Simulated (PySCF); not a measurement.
Vertical excitations of a molecule C2H8BNO from TDDFT-PBE/def2-SVPD (PySCF), as energy in eV (oscillator strength): 5.93 (0.026), 6.76 (0.003), 6.78 (0.003), 6.98 (0.001), 7.30 (0.004), 7.62 (0.000), 7.65 (0.044), 7.77 (0.121), 7.86 (0.006), 7.91 (0.000). Lowest triplet (TDA): 5.77 eV. The structure is a stationary point at B3LYP-D3(BJ)/def2-SVP. The values are those of a single conformer.

Question: Identify the compound among the candidates.
(A) CNB(C)O
(B) CCB(N)O
(C) CCOBN
(D) COB(C)N

Answer: D, COB(C)N
